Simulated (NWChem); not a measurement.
A series in which one site is exchanged, each optimised at PBE0/def2-SVP with NWChem, gas phase unless a solvent is named. def2 effective core potentials on I; no spin-orbit coupling.

A: ClI (ICl; site = Cl)
B: I (HI; site = H)
C: [Cu][I] (CuI; site = Cu)
D: [K][I] (KI; site = K)

**Question.** Rank them by static polarisability, PBE/def2-SVPD (bohr³), lowest first.

**Answer.** B (37.3), A (50.6), C (66.1), D (73.9)
